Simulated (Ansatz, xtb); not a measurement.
Isomers of C6H2N2S in order of energy

3 gas-phase structures of C6H2N2S, from a drawn sample of its isomers (lower ones may exist). Each was relaxed with GFN2-xTB:

A. `C#Cc1nc(C#N)cs1`, a singlet
B. `C#Cc1csc(C#N)n1`, a singlet
C. `C#Cc1ncc(C#N)s1`, a singlet

Make a reasoned guess at their ranking by r2SCAN-D4/def2-SVP single-point energy.

Calculated order at r2SCAN-D4/def2-SVP: C (0.0), A (5.3), B (12.8) kJ/mol.

Energies above the lowest of each column, in kJ/mol; the last columns are at PBE-D3(BJ)/def2-SVP geometries:

```tsv
structure	GFN2-xTB	HF/STO-3G	r2SCAN-D4/def2-SVP	PBE-D3(BJ)/def2-SVP	CCSD(T)/def2-SVP + ΔMP2/def2-TZVPP
C	0.0	2.1	0.0	0.0	0.7
A	6.6	0.0	5.3	5.6	0.0
B	13.0	7.8	12.8	12.5	7.0
```

CCSD(T)/def2-SVP + ΔMP2/def2-TZVPP has A and C within 1 kcal/mol of each other at the bottom, and every level picks one of them. CCSD(T)/def2-SVP + ΔMP2/def2-TZVPP orders those it was run on as A (0.0), C (0.7), B (7.0) kJ/mol. Less than 1 kcal/mol parts A and C, so the order within that pair means little. ΔMP2 is the change of the MP2 energy from the smaller to the larger basis.

Programs: Ansatz 0.2.0, xtb 6.7.1.
